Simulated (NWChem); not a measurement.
# CrH2S3O; SMILES [O]=[Cr](=[S])([SH])[SH]

```xyz
7

Cr    -0.0583     0.3052     0.0000
O      0.0949     1.8471     0.0000
S     -1.9661    -0.3052     0.0000
S      0.9424    -0.3961    -1.8345
H      0.2951    -1.5976    -1.8525
S      0.9424    -0.3961     1.8345
H      0.2951    -1.5976     1.8525
```
Atoms are numbered in this order, from 1.

Program: NWChem. The geometry was optimised at PBE-D3(BJ)/def2-SVP. Not confirmed as a minimum by frequencies. Vzz is the largest principal value of the second derivative of the potential at the nucleus (NWChem prints the opposite sign); η is the asymmetry. Non-relativistic.

**Question.** Predict the results for PBE0/def2-SVP. Quantities: Vzz Cr1 (a.u.); η Cr1; Vzz O2 (a.u.); η O2; Vzz S3 (a.u.); η S3; Vzz S6 (a.u.); η S6.

**Answer.** 
```
Property        Result
--------------  ------
Vzz Cr1 (a.u.)  -0.342
η Cr1             0.52
Vzz O2 (a.u.)   -0.504
η O2              0.60
Vzz S3 (a.u.)   -1.144
η S3              0.90
Vzz S6 (a.u.)    1.299
η S6              0.97
```
